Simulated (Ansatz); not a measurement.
Molecule: sum formula SiNH (charge 0, singlet). 
Geometry from a B3LYP-D3(BJ)/def2-TZVP (Ansatz, a first-principles code) optimisation:
```xyz
3

H      0.0000     0.0000    -1.9406
N      0.0000     0.0000    -0.9406
Si     0.0000     0.0000     0.6089
```
Charge 0, spin multiplicity 1.

Atomisation energy built up term by term with Ansatz (kcal/mol; UHF references for open shells; valence terms freeze the core; atomic spin-orbit terms are left out). CBS marks a two-point X^-3 extrapolation of the correlation energy; Hartree-Fock from the larger set (for Q and 5 zeta extrapolated as (X+1)exp(-9√X)).

```csv
term,basis,kcal/mol
Hartree-Fock,"CBS(cc-pV(Q+d)Z,cc-pV(5+d)Z)",___
CCSD correlation,"CBS(cc-pV(Q+d)Z,cc-pV(5+d)Z)",___
(T),"CBS(cc-pV(Q+d)Z,cc-pV(5+d)Z)",8.75
CCSDT - CCSD(T),cc-pV(D+d)Z,0.05
(Q),cc-pV(D+d)Z,0.90
core correlation,cc-pwCVTZ,1.10
scalar relativity (X2C),cc-pVTZ-DK against cc-pVTZ,-0.38
sum: De,,___
```

Task: Fill in the missing entries.

Result: 
- Hartree-Fock, kcal/mol: 138.28
- CCSD correlation, kcal/mol: 91.73
- sum: De, kcal/mol: 240.4
